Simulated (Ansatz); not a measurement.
Total energies of `c1cc2ccc3c[o+]cc4ccc(c1)c2c34` from Ansatz at PBE-D4/def2-SVP, gas phase (1 Eh = 27.2114 eV = 2625.5 kJ/mol). The reference geometry is relaxed at PBE-D4/def2-SVP.

```xyz
25

C    -2.126    0.258    2.573
C    -1.083    1.189    2.444
C    -0.174    1.103    1.370
C     0.911    2.033    1.195
C     1.788    1.934    0.140
C     1.630    0.877   -0.822
C     2.480    0.713   -1.915
O     2.305   -0.280   -2.790
C     1.320   -1.175   -2.684
C     0.401   -1.124   -1.637
C    -0.672   -2.070   -1.491
C    -1.542   -1.957   -0.431
C    -1.411   -0.911    0.549
C    -2.293   -0.779    1.642
C    -0.342    0.042    0.414
C     0.555   -0.068   -0.672
H    -2.825    0.343    3.419
H    -0.970    1.995    3.185
H     1.028    2.843    1.931
H     2.612    2.653    0.022
H     3.341    1.348   -2.164
H     1.335   -1.917   -3.494
H    -0.786   -2.875   -2.231
H    -2.364   -2.679   -0.318
H    -3.117   -1.498    1.761
```

```
           state                    geometry  energy (Eh)
charge 1 singlet                   reference   -650.79778
charge 2 doublet                   reference   -650.36637
charge 2 doublet  relaxed at PBE-D4/def2-SVP   -650.36819
charge 0 doublet                   reference   -650.98945
```

(1) Work out the vertical ionisation energy to the doublet.

(2) Work out the vertical electron affinity, to the doublet.

(3) Give the fundamental gap IE − EA, the Mulliken electronegativity (IE + EA)/2 and the hardness (IE − EA)/2.

(4) How much does the charge 2 doublet relax, and what is the adiabatic ionisation energy?

(1) E(charge 2 doublet) − E(charge 1 singlet) = -650.36637 − (-650.79778) = 0.43141 Eh = 11.74 eV. For comparison, −ε of the highest occupied level is 9.56 eV at this level, 2.18 eV less.

(2) E(charge 1 singlet) − E(charge 0 doublet) = -650.79778 − (-650.98945) = 0.19167 Eh = 5.22 eV.

(3) From the values in Eh: IE − EA = 0.43141 − 0.19167 = 0.23974 Eh = 6.52 eV; (IE + EA)/2 = 8.48 eV; (IE − EA)/2 = 3.26 eV. The HOMO–LUMO gap of the same run is 2.14 eV, 4.38 eV smaller than the fundamental gap.

(4) Relaxation: -650.36637 − (-650.36819) = 0.00182 Eh = 0.05 eV. Adiabatic ionisation energy: 0.42959 Eh = 11.69 eV, without zero-point energy.
